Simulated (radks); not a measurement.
Question: Species: Cd16+. Configuration: [Ar] 3d10 4s2 4p2 (the NIST ground configuration). Calculated with a radial shooting solver on a logarithmic mesh with Libxc functionals: Dirac Kohn-Sham, LB94 model potential, spin-unpolarised, spherical densities, finite nucleus; open shells fill j = l - 1/2 first; Fermi nuclear charge, rms radius 4.6087 fm. Some entries of the table are withheld. Estimate them.

| orbital | occ. | eigenvalue (hartree) | <1/r> (bohr^-1) | <r> (bohr) |
|---|---|---|---|---|
| 1s1/2 | 2 | -994.5851 | 50.69 | 0.03035 |
| 2s1/2 | 2 | -161.1423 | 11.72 | 0.1308 |
| 2p1/2 | 2 | -151.3268 | (1) | 0.1108 |
| 2p3/2 | 4 | -144.1587 | (2) | 0.1159 |
| 3s1/2 | 2 | -42.05507 | (3) | 0.3554 |
| 3p1/2 | 2 | (4) | 4.049 | 0.3459 |
| 3p3/2 | 4 | (5) | 3.868 | 0.3565 |
| 3d3/2 | 4 | -29.77218 | 3.731 | 0.3262 |
| 3d5/2 | 6 | -29.50230 | 3.684 | 0.3296 |
| 4s1/2 | 2 | -17.03109 | 1.821 | 0.7791 |
| 4p1/2 | 2 | (6) | 1.752 | 0.7974 |
| 4p3/2 | 0 | (7) | 1.698 | 0.8150 |

Answer: 
(1) 2p1/2 <1/r> (bohr^-1): 11.72
(2) 2p3/2 <1/r> (bohr^-1): 10.98
(3) 3s1/2 <1/r> (bohr^-1): 4.127
(4) 3p1/2 eigenvalue (hartree): -38.08428
(5) 3p3/2 eigenvalue (hartree): -36.78848
(6) 4p1/2 eigenvalue (hartree): -15.59460
(7) 4p3/2 eigenvalue (hartree): -15.26667
